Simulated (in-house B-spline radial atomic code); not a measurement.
Excitations of Ni¹⁸⁺ by several methods

Full response, energies in eV; labels give the largest channel, * marks a mixed state, a dash one above the method's threshold, and an imaginary frequency an unstable closed-shell reference. Computed with an all-electron radial atomic-structure program (B-spline basis): linear response of the closed shell [He] 2s2 2p6 with each method's own kernel (bare exchange for TDHF, static screening on G0W0 levels for BSE, the adiabatic kernel for functionals); scalar-relativistic (spin-free one-electron X2C), finite nucleus, no spin-orbit coupling, no double excitations, S, P, D and F terms only. Only terms of natural parity with L up to 3 were computed.

Spin-orbit coupling is strong here, so these LS terms don't match observed levels.

```tsv
method	2p → 3s 3P	2p → 3s 1P	2p → 3p 3S	α (bohr³)
TDHF	?	?	?	?
PBE	868.78	872.17	904.72	0.003982
LC-wPBE	868.00	871.38	904.18	0.003984
HSE06	873.81	877.27	909.12	0.003968
OLYP	860.74	865.70	897.03	0.003968
RPBE	?	?	?	?
```

**Question.** What does TDHF give?

**Answer.** 2p → 3s 3P: 888.18; 2p → 3s 1P: 891.94; 2p → 3p 3S: 920.56; α: 0.003926 (eV, bohr³).

**Question.** What does RPBE give?

**Answer.** 2p → 3s 3P: 867.88; 2p → 3s 1P: 871.27; 2p → 3p 3S: 904.17; α: 0.003981 (eV, bohr³).
